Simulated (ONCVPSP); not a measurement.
zirconium ONCV: all-electron and pseudo phase curves

* Element: Zr (Z = 40)
* Generator: ONCVPSP 4.0.1
* Type: optimised norm-conserving Vanderbilt (ONCV)
* Functional: PBE
* Relativity: scalar-relativistic
* Frozen core: [Ar] 3d10
* Valence charge: 12
* Reference configuration: 4s2 4p6 4d2 5s2
* Partial waves: 4s+5s: rc 1.60 bohr, ncon 4, nbas 7, qcut 6.5 1/bohr, 2 projectors; 4p: rc 2.05 bohr, ncon 3, nbas 6, qcut 8.1 1/bohr, 1 projector; 4d: rc 2.95 bohr, ncon 3, nbas 8, qcut 5.5 1/bohr, 2 projectors, debl 1 Ha
* Local potential: polynomial inside 1.55 bohr (lpopt 5, dvloc0 1 Ha)
* Core correction: Teter function, fcfact 5.5, rcfact 1.55

The phase is arctan(r·R′/R) of the radial function R(r), unwrapped; energies in Ha, scanned from -4 to 5 Ha. A pole is an energy at which the radial function vanishes at the test radius. The pseudo phase is shifted by a multiple of π to meet the all-electron one at the reference energy, and phase errors are pseudo minus all-electron; the curves can meet again beyond the range given. Levels narrower than the energy grid can be missing from the lists of poles.

| channel | radius (bohr) | reference energy (Ha) | poles, all-electron | poles, pseudo | unbroken range about the reference energy with phases within 0.05 rad | phase error 1 Ha above the reference energy (rad) |
| --- | --- | --- | --- | --- | --- | --- |
| s | 1.62 | -0.16 | -0.93 | -0.93, 4.09 | below 2.2 | -0.001 |
| p | 2.08 | -1.19 | -0.82, 4.68 | -0.82, 4.04 | below 0.8 | -0.004 |
| d | 3.00 | -0.13 | 0.07, 2.30 | 0.07, 2.01, 3.82 | below 2.0 | -0.000 |

Note: no bound ghost flagged; GHOST(+) flagged for s at 110.6 eV.

Phases in the s channel:

| E (Ha) | all-electron | pseudo |
| --- | --- | --- |
| -3.98 | 1.020 | 1.019 |
| -3.74 | 0.930 | 0.929 |
| -3.50 | 0.795 | 0.794 |
| -3.26 | 0.580 | 0.579 |
| -3.02 | 0.228 | 0.227 |
| -2.78 | -0.265 | -0.265 |
| -2.54 | -0.726 | -0.726 |
| -2.30 | -1.033 | -1.033 |
| -2.06 | -1.222 | -1.222 |
| -1.82 | -1.344 | -1.344 |
| -1.58 | -1.428 | -1.428 |
| -1.34 | -1.491 | -1.491 |
| -1.10 | -1.541 | -1.541 |
| -0.86 | -1.582 | -1.582 |
| -0.62 | -1.618 | -1.618 |
| -0.38 | -1.650 | -1.651 |
| -0.14 | -1.681 | -1.681 |
| 0.10 | -1.712 | -1.712 |
| 0.34 | -1.742 | -1.742 |
| 0.58 | -1.775 | -1.775 |
| 0.82 | -1.810 | -1.811 |
| 1.06 | -1.851 | -1.852 |
| 1.30 | -1.898 | -1.900 |
| 1.54 | -1.955 | -1.960 |
| 1.78 | -2.027 | -2.039 |
| 2.02 | -2.122 | -2.147 |
| 2.26 | -2.253 | -2.308 |
| 2.50 | -2.440 | -2.560 |
| 2.74 | -2.706 | -2.958 |
| 2.98 | -3.057 | -3.469 |
| 3.22 | -3.432 | -3.913 |
| 3.46 | -3.746 | -4.213 |
| 3.70 | -3.972 | -4.423 |
| 3.94 | -4.128 | -4.597 |
| 4.18 | -4.238 | -4.788 |
| 4.42 | -4.319 | -5.090 |
| 4.66 | -4.380 | -5.766 |
| 4.90 | -4.428 | -6.708 |
